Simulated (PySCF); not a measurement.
CH6SeSi (SMILES C[SiH2][SeH]), singlet, geometry from GFN2-xTB.

Here is a job for PySCF.
```python
from pyscf import gto, scf, dft
from pyscf.prop import polarizability

mol = gto.M(
    atom='''
Si   -0.966863    0.736661    0.349138
C    -2.267131   -0.642804    0.373701
Se    1.054549   -0.157923   -0.285683
H    -1.228497    1.746522   -0.670433
H    -0.792974    1.329222    1.674949
H    -2.025222   -1.401960    1.113221
H    -3.246160   -0.243037    0.616497
H    -2.336314   -1.133144   -0.593753
H     0.913377   -1.384668    0.442587
''',
    basis='6-31g',
    charge=0,
    spin=0,
    verbose=3,
)

mf = dft.RKS(mol)
mf.xc = 'pbe'
mf.kernel()
alpha = mf.Polarizability().polarizability()[2, 2]
print('alpha_zz =', alpha)
```

### Question
What is the computed total energy (PBE/6-31G, polarisability in PySCF)?

### Answer
-2731.7648 Eh

### Question
What HOMO energy does PBE/6-31G, polarisability give?

### Answer
-5.50 eV

### Question
Give the Mulliken (on the basis functions themselves) charges in atom order at the level PBE/6-31G, polarisability.

### Answer
Si1 0.36, C2 -0.74, Se3 -0.10, H4 -0.05, H5 -0.06, H6 0.19, H7 0.19, H8 0.20, H9 0.00

### Question
Estimate the polarisability along z that PBE/6-31G, polarisability returns for this input.

### Answer
44.9 bohr³
